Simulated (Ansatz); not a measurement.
Born–Oppenheimer molecular dynamics of C$_{3}$H$_{5}$ISi (10 atoms, charge 0, multiplicity 1). It starts at the highest image of a converged band. Of that band: A structure lower than the last end lies on the path between it and the top, so the climb from that side starts below the end, which may itself be a saddle point or a shallow side well. Neighbouring images differ by up to 2.0 eV, so the band resolves the path poorly. A vibrational analysis at the climbing image gives one clearly imaginary mode, 2078i cm⁻¹: a first-order saddle point.

Computed with RKS PBE-D4/def2-SVP in Ansatz 0.2.0.

| Property | Result |
| --- | --- |
| ensemble | NVE (velocity Verlet) |
| time step | 0.5 fs |
| steps asked | 200 |
| starting velocities drawn for | 100 K |
| seed | 7502 |

First frame:

```xyz
10
Properties=species:S:1:pos:R:3
Si -1.580 -0.072 0.576
C 0.216 -0.588 0.693
C 1.151 -0.236 -0.172
C 2.031 0.065 -1.137
I 0.913 1.594 -2.165
H -2.287 -0.764 1.708
H -2.203 -0.480 -0.734
H -1.750 1.418 0.722
H 0.483 -1.229 1.552
H 3.110 0.240 -1.040
```

Q: How far do the bonds stretch over the last three quarters of this one trajectory? (Pairs bonded in most of those frames.)

A: 
```tsv
bond	mean (Å)	spread (Å)	shortest	longest
Si1–C2	1.913	0.046	1.86	1.99
Si1–H6	1.509	0.012	1.49	1.53
Si1–H7	1.511	0.005	1.50	1.52
Si1–H8	1.501	0.004	1.49	1.51
C2–C3	1.331	0.013	1.31	1.36
C2–H9	1.112	0.007	1.10	1.14
C3–C4	1.324	0.016	1.29	1.35
C4–I5	2.245	0.113	2.00	2.39
C4–H10	1.111	0.022	1.07	1.16
```

Mean temperature of the second half: 1153 K. The conserved energy stayed within 0.059 meV per atom of its start (net change -0.0016 meV per atom), so the integration is sound. The system heated up, since it started high on the potential surface and ran downhill. A run of 0.1 ps of so small a system gives no equilibrium averages. The orbitals stay closed-shell, which can raise the energy where a bond breaks towards radicals; this wasn't checked here.

Run time: 2.5 min on 2 threads of AMD EPYC 9R45 96-Core Processor (Zen 5), on a shared host, peak memory 0.17 GiB.
